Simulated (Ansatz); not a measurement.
Molecule: C$_{2}$H$_{6}$AlF, net charge 0, singlet state. SMILES: [CH3][Al]([F])[CH3]
Geometry: optimised at B3LYP-D3(BJ)/def2-TZVP (Ansatz, a program for electronic structure).

Wanted: atomisation energy (electronic, to ground-state atoms), in eV. Valence correlation only, unless marked. Open shells are spin-unrestricted. No spin-orbit coupling. Non-relativistic. The coupled-cluster limit lacks core correlation, which all-electron functionals hold. CBS marks a two-point X^-3 extrapolation of the correlation energy; Hartree-Fock from the larger set.

```csv
level,program,atomisation energy (eV)
HF/aug-cc-pV(D+d)Z,Ansatz,29.36
BLYP-D3(BJ)/def2-TZVPD,Ansatz + dftd3,38.60
```

Problem. What does CCSD(T)/CBS(aug-cc-pV(T+d)Z,aug-cc-pV(Q+d)Z) (Ansatz) give?

Solution. 39.01 eV, so BLYP-D3(BJ)/def2-TZVPD differs from it by -0.41 eV.
